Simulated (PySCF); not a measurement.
**Stationary points of TaO2(OH)**

Level of theory: PBE in PySCF with Ta def2-SVP with ECP60, O def2-SVP, H def2-SVP; scalar-relativistic core potentials, no spin–orbit coupling; density-fitted integrals.

Relaxations began from a few typed shapes. The search is not exhaustive: other isomers or separated fragments can lie lower, and high-lying points may rest on an excited occupation.

Which is the lowest minimum found?
A. singlet Cs: O–H 0.971 Å, Ta–O 1.762 Å (×2), Ta–O 1.961 Å; H–O–Ta 143.5°, O–Ta–O 111.9°, O–Ta–O 121.9°, O–Ta–O 126.2°
B. singlet C1: O–H 0.972 Å, Ta–O 1.755 Å, Ta–O 1.757 Å, Ta–O 1.925 Å; H–O–Ta 129.5°, O–Ta–O 104.7°, O–Ta–O 106.3° (×2)
C. singlet C1: O–H 0.972 Å, Ta–O 1.756 Å (×2), Ta–O 1.925 Å; H–O–Ta 129.5°, O–Ta–O 104.8°, O–Ta–O 106.4° (×2)

C. The others lie at 0.3 (singlet C1), 55.7 (singlet Cs, a saddle point) kJ/mol above it.

For the lowest minimum: no spin–orbit coupling is included, which matters more the heavier the element.
